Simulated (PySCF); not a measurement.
C2H4N, multiplicity 2. Atoms are numbered in the order given.

```xyz
7

C      0.0000     1.1327     0.1550
N      0.0000     0.0000    -0.5086
C      0.0000    -1.1327     0.1550
H      0.0000     1.1690     1.2492
H      0.0000     2.0649    -0.3986
H      0.0000    -2.0649    -0.3986
H      0.0000    -1.1690     1.2492
```
Charge 0, spin multiplicity 2.

Geometry optimised at PBE0-D3(BJ)/def2-TZVP. The isomer is the one that the SMILES or the coordinates give; other isomers of the formula were not compared.

Level of theory: CAM-B3LYP/def2-TZVPD (PySCF).

Mulliken values depend strongly on the basis, most of all with diffuse functions as here. ESP charges are fitted to the potential on shells at 1.4 to 2.0 van der Waals radii. Atomic charges (e):

```tsv
atom	meta-Löwdin	Mulliken	ESP fit	Mulliken spin
C1	…	-0.29	0.04	0.64
N2	…	-0.37	-0.40	-0.23
C3	…	-0.29	0.04	0.64
H4	…	0.21	0.07	-0.01
H5	…	0.27	0.08	-0.01
H6	…	0.27	0.08	-0.01
H7	…	0.21	0.07	-0.01
```

Problem. Some entries are withheld; supply them. (The exact figures need the calculation; the answer reports its results.)

Solution. 
- C1, meta-Löwdin: -0.11
- N2, meta-Löwdin: -0.21
- C3, meta-Löwdin: -0.11
- H4, meta-Löwdin: 0.09
- H5, meta-Löwdin: 0.12
- H6, meta-Löwdin: 0.12
- H7, meta-Löwdin: 0.09
